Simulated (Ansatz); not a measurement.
Si₃₅H₃₆, a nanocrystal cut from cubic silicon, relaxed as a singlet with RKS r2SCAN-D4/def2-SVP in Ansatz, starting from the GFN2-xTB geometry. Force threshold 0.03 eV/Å.

Single mean-field runs in def2-SVP are fitted with def2-universal-jkfit.

Start:

```xyz
71

Si    2.321    0.948   -2.884
Si    3.412   -1.667   -0.467
Si    5.197    1.801   -0.391
Si    1.687    3.431    0.084
Si    2.775    0.809    2.497
Si    0.682   -2.405   -2.898
Si   -0.502    0.274   -5.479
Si   -1.176    2.669   -2.475
Si   -2.817   -0.683   -2.493
Si    1.769   -5.209   -0.422
Si    1.053   -2.710    2.485
Si   -1.676   -3.442    0.056
Si   -0.002   -0.003   -0.003
Si   -0.559    2.440    2.888
Si   -3.425    1.678    0.328
Si   -2.278   -1.079    2.874
Si   -1.770    5.208    0.423
Si    0.505   -0.268    5.481
Si   -5.197   -1.795    0.392
Si    4.198    0.161   -1.713
Si    1.297   -0.623   -4.296
Si    2.457   -3.402   -1.728
Si    0.733    1.822   -1.364
Si    1.871   -0.925    1.167
Si    3.587    2.534    1.129
Si    0.046    4.264    1.542
Si    1.203    1.481    4.105
Si   -0.988   -1.692   -1.382
Si   -2.051    1.029   -3.907
Si   -2.697    3.534   -0.910
Si   -4.438   -0.027   -0.930
Si    0.196   -4.400    1.100
Si   -0.444   -1.889    4.096
Si   -3.346   -2.665    1.513
Si   -1.622    0.786    1.574
H     2.758    2.085   -3.723
H     4.558   -2.231    0.278
H     5.717    2.912   -1.205
H     6.398    1.293    0.293
H     2.132    4.548   -0.777
H     3.927    0.217    3.210
H     0.052   -3.445   -3.738
H    -0.070    1.357   -6.377
H    -1.096   -0.709   -6.400
H    -0.701    3.793   -3.311
H    -3.410   -1.737   -3.345
H     2.904   -5.855    0.259
H     1.213   -6.295   -1.248
H     2.225   -3.261    3.199
H    -2.279   -4.473   -0.816
H    -1.575    2.907    3.856
H    -4.415    2.155    1.318
H    -3.276   -0.574    3.841
H    -1.369    6.380   -0.373
H    -2.758    5.765    1.362
H     1.617   -0.816    6.274
H    -0.444    0.191    6.508
H    -5.877   -2.822   -0.413
H    -6.239   -1.355    1.335
H     5.174   -0.347   -2.702
H     2.319   -1.124   -5.242
H     3.458   -3.855   -2.718
H     4.163    3.576    2.006
H     0.679    5.280    2.411
H     1.820    2.544    4.927
H    -3.224    1.606   -4.600
H    -3.857    4.074   -1.652
H    -5.575    0.563   -1.670
H    -0.277   -5.503    1.965
H    -0.908   -3.032    4.911
H    -3.765   -3.797    2.369
```

Q: Estimate the energy that the relaxation releases and the steps that it takes.

A: 79.2 kJ/mol, in 3 steps; 17 s on 11 threads of AMD EPYC 7R13 on a shared host and a whole NVIDIA H100 80GB HBM3. No frequencies were taken in this run, so the end may be a saddle point.

Q: Does the start keep its bonding and symmetry?

A: By distances, no bond broke or formed. The bond that changes most is Si13–Si35, from 2.39 to 2.35 Å (atoms count from 1). Point group Td at the start, Td at the end, both within 0.05 Å.

Q: Predict the relaxed structure.

A: 
Cartesian coordinates in Å:
```
Si 2.310 1.010 -2.890
Si 3.427 -1.676 -0.406
Si 5.132 1.777 -0.386
Si 1.687 3.444 0.023
Si 2.803 0.756 2.505
Si 0.628 -2.427 -2.904
Si -0.497 0.271 -5.415
Si -1.124 2.693 -2.489
Si -2.807 -0.744 -2.507
Si 1.745 -5.142 -0.417
Si 1.113 -2.697 2.491
Si -1.687 -3.446 -0.007
Si -0.001 -0.001 -0.001
Si -0.615 2.428 2.904
Si -3.428 1.676 0.391
Si -2.305 -1.025 2.889
Si -1.747 5.141 0.417
Si 0.498 -0.268 5.415
Si -5.133 -1.773 0.387
Si 4.159 0.118 -1.740
Si 1.338 -0.639 -4.258
Si 2.463 -3.346 -1.755
Si 0.720 1.789 -1.342
Si 1.838 -0.906 1.149
Si 3.537 2.543 1.163
Si 0.092 4.228 1.564
Si 1.217 1.520 4.066
Si -0.969 -1.658 -1.357
Si -2.085 1.040 -3.860
Si -2.711 3.479 -0.940
Si -4.406 0.015 -0.957
Si 0.156 -4.363 1.133
Si -0.468 -1.922 4.052
Si -3.289 -2.677 1.534
Si -1.591 0.771 1.548
H 2.756 2.168 -3.739
H 4.593 -2.250 0.350
H 5.599 2.919 -1.241
H 6.315 1.209 0.341
H 2.140 4.578 -0.854
H 3.975 0.156 3.231
H -0.010 -3.485 -3.761
H -0.037 1.410 -6.276
H -1.114 -0.776 -6.295
H -0.642 3.835 -3.340
H -3.411 -1.817 -3.369
H 2.916 -5.734 0.311
H 1.132 -6.204 -1.281
H 2.303 -3.260 3.216
H -2.302 -4.494 -0.893
H -1.647 2.906 3.887
H -4.432 2.163 1.398
H -3.320 -0.511 3.872
H -1.295 6.291 -0.433
H -2.761 5.642 1.402
H 1.666 -0.842 6.162
H -0.512 0.223 6.411
H -5.766 -2.829 -0.471
H -6.152 -1.283 1.373
H 5.162 -0.388 -2.738
H 2.367 -1.138 -5.232
H 3.481 -3.820 -2.754
H 4.138 3.603 2.042
H 0.726 5.272 2.439
H 1.840 2.591 4.916
H -3.270 1.623 -4.577
H -3.889 4.040 -1.685
H -5.570 0.607 -1.702
H -0.316 -5.494 2.001
H -0.935 -3.077 4.893
H -3.731 -3.824 2.399
```
Bond lengths: 52 × Si–Si 2.35 Å; 36 × H–Si 1.50 Å.
